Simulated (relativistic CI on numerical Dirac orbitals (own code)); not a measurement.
# Sensitivity of the levels of Fe¹²⁺ to α and to the nuclear radius

Method of calculation: Dirac-Coulomb-Breit CI, orbitals from a KLI potential per configuration, derivatives by finite differences, unscaled Slater integrals, QED left out (own radial code, finite nucleus).

CI space (outside the closed core [Ne]): 3s2.3p2, 3s.3p3, 3s2.3p.3d, 3p4, 3s.3p2.3d, 3p3.3d, 3s2.3d2, 3s.3d3, 3p2.3d2, 3p.3d3. Double excitations out of closed p, d and f shells are left out; levels of such configurations are missing from the list, as are those of other unlisted configurations, and high levels can miss mixing partners.

With x = (α/α₀)² − 1 an excitation energy changes as ω = ω₀ + qx; K = 2q/ω₀ is the relative enhancement. Terms are leading LS components, so labels can repeat. The field-shift factor is F = δν/δ⟨r²⟩ for the transition from the lowest level.

Lowest level 3s2.3p2 3P_0.

| Level | ω₀ (cm⁻¹) | q (cm⁻¹) | F (GHz/fm²) |
| --- | --- | --- | --- |
| 3s2.3p2 3P_1 | 9064 | 11780 | -0.0299 |
| 3s2.3p2 3P_2 | 18516 | 18890 | -0.0558 |
| 3s2.3p2 1D_2 | 50487 | 22860 | -0.0398 |
| 3s2.3p2 1S_0 | 95191 | 24120 | -0.342 |
| 3s.3p3 5S°_2 | 219058 | 32780 | -15.3 |
| 3s.3p3 3D°_1 | 295279 | 29980 | -13.6 |
| 3s.3p3 3D°_2 | 295479 | 30200 | -13.7 |
| 3s.3p3 3D°_3 | 298034 | 34670 | -13.7 |
| 3s.3p3 3P°_0 | 342946 | 34900 | -13.6 |
| 3s.3p3 3P°_2 | 343221 | 35650 | -13.2 |
| 3s.3p3 3P°_1 | 343385 | 35970 | -13.5 |
| 3s.3p3 1D°_2 | 370981 | 36190 | -9.56 |
| 3s.3p3 3S°_1 | 430157 | 32600 | -16.5 |
| 3s2.3p.3d 3F°_2 | 443240 | 16450 | 0.351 |
| 3s2.3p.3d 3F°_3 | 449995 | 22890 | 0.442 |
| 3s2.3p.3d 3F°_4 | 459926 | 33540 | 0.43 |
| 3s.3p3 1P°_1 | 461111 | 42210 | -14.2 |
| 3s2.3p.3d 3P°_2 | 513512 | 18870 | -3.51 |
| 3s2.3p.3d 3P°_1 | 521417 | 20710 | -1.52 |
| 3s2.3p.3d 1D°_2 | 526200 | 32700 | -4.38 |
| 3s2.3p.3d 3P°_0 | 528619 | 32300 | -1.52 |
| 3s2.3p.3d 3D°_1 | 532814 | 32070 | -1.63 |
| 3s2.3p.3d 3D°_3 | 534483 | 30240 | -1.46 |

At this charge energies of transitions that change n are usually good to better than 1 %, and those within a shell (Δn = 0) to a few per cent.

(1) Which transition from the lowest level has the largest |K|?

Results:

(1) 3s2.3p2 3P_1 at 9064 cm⁻¹, K = 2.6.
